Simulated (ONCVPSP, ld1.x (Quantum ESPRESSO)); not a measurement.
**Pseudopotentials across the periodic table**

Generated with ld1.x 7.5 (TM, RRKJ, ultrasoft, PAW), atompaw 4.2 or ONCVPSP 4.0.1. The cutoff is in Ry: for ld1.x and atompaw files where the sum of valence levels is converged to 10 mRy in a Bessel basis, for ONCV files where the hardest occupied wave has 1 mHa per electron of residual kinetic energy. The error is the largest all-electron minus pseudo excitation energy over each file’s own four to seven test configurations (ionisations up to +4, promotions, holes and added fractions of an electron), all of which were solved. The labels leave out finer settings (local radius, basis sizes, second energies), which also bear on the numbers. Spin-polarised tests are not counted. The rows are a selection from randomly drawn settings: files with unsolved tests, undetermined cutoffs or missed reference levels are left out.

A true bound ghost makes a file unfit for plane-wave use even where its test errors are small: the radial tests pick states by their node count and pass the ghost by.

```csv
element,potential,cutoff (Ry),largest error (meV),bound ghosts
C,"ultrasoft, Wu–Cohen, scalar-relativistic, rc 1.28/2.42/2.42 (spd), local smoothed, core correction no, reference 2s1 2p3",12,+91,none
S,"ONCV, BLYP, scalar-relativistic, rc 1.15/1.45 (sp), local smoothed, core correction yes, reference 3s1 3p5, qcut 4.4/5.3, projectors 1/2",80,+21,none
Cr,"ONCV, PBE, non-relativistic, rc 1.30/1.80/1.70/1.75 (spdf), local smoothed, core correction yes, reference 3s2 3p6 3d5 4p1, qcut 11.1/8.3/7.2/6.6, projectors 3/2/2/1",85,-201,none
Rb,"ONCV, PBEsol, non-relativistic, rc 2.00/2.40/2.45 (spd), local smoothed, core correction yes, reference 4s2 4p6 5s1, qcut 4.8/6.3/4.2, projectors 2/2/2",19,-7.9,none
Sn,"ultrasoft, LDA (PZ), scalar-relativistic, rc 2.25/2.60 (sp), local smoothed, core correction yes, reference 5s2 5p0",6,-121,none
Ba,"ONCV, PBE, scalar-relativistic, rc 2.20/2.70/2.50 (spd), local smoothed, core correction yes, reference 5s2 5p6 6s2, qcut 5.7/5.6/4.5, projectors 2/2/2",21,-7.5,none
Lu,"ONCV, Wu-Cohen, scalar-relativistic, rc 1.80/1.85/2.85/0.80 (spdf), local smoothed, core correction no, reference 4f14 5s2 5p6 5d1 6s1 6p1, qcut 6/8.8/6.5/21.8, projectors 2/2/3/3",392,-5.4,"s, p"
```

Question: Fill in the row for Br: ultrasoft, PBE, scalar-relativistic, rc 1.35/1.35/1.10 (spd), local smoothed, core correction no, reference 3d10 4s1.75 4p5.25.

Answer: cutoff 140 Ry, largest error -204 meV, bound ghosts: p, s.

Question: Fill in the row for Sb: RRKJ, LDA (PZ), scalar-relativistic, rc 1.95/2.00 (sp), local s, core correction no, reference 5s2 5p3.

Answer: cutoff 25 Ry, largest error +519 meV, bound ghosts: none.
